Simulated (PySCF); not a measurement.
Levels along the 5-electron series

One electron added to the closed shell [He] 2s2: EOM-EA-CCSD calculated with PySCF 2.14, two-component X2C-1e with screened spin-orbit coupling, each ion in its own even-tempered basis, nothing frozen, the virtual space cut to natural spinors and corrected at second order; no Breit or QED terms. Binding energy of 2p1/2 and energies of the other levels above it, in eV.

| ion | 2p1/2 binding | 2p3/2 − 2p1/2 | NIST ionisation energy |
| --- | --- | --- | --- |
| Tc³⁸⁺ | 5575.8 | 133.03 | 5570 ± 4 (s) |
| Ru³⁹⁺ | 5867.6 | 147.06 | 5861 ± 4 (s) |
| Rh⁴⁰⁺ | 6167.5 | 162.21 | 6161 ± 5 (s) |
| Pd⁴¹⁺ | 6475.6 | 178.55 | 6469 ± 5 (s) |
| Ag⁴²⁺ | 6792.0 | 196.12 | 6785 ± 5 (s) |
| Cd⁴³⁺ | 7116.8 | 215.02 | 7109 ± 5 (s) |
| In⁴⁴⁺ | 7450.0 | 235.30 | 7442 ± 6 (s) |
| Sn⁴⁵⁺ | 7791.8 | 257.04 | 7790 ± 4 (t) |
| Sb⁴⁶⁺ | 8142.1 | 280.32 | 8140 ± 4 (t) |
| Te⁴⁷⁺ | 8501.2 | 305.22 | 8499 ± 4 (t) |

Each ion has its own basis, which adds noise of up to about 0.1 % of the binding energies along the series.

The 2p interval goes from 133.0 to 305.2 eV, as Z to the power 4.37; a hydrogen-like ion gives 4, and the power is higher where the screened charge Z − σ still grows faster than Z or where Zα is large.

NIST values marked (s) are semi-empirical, (t) theoretical.
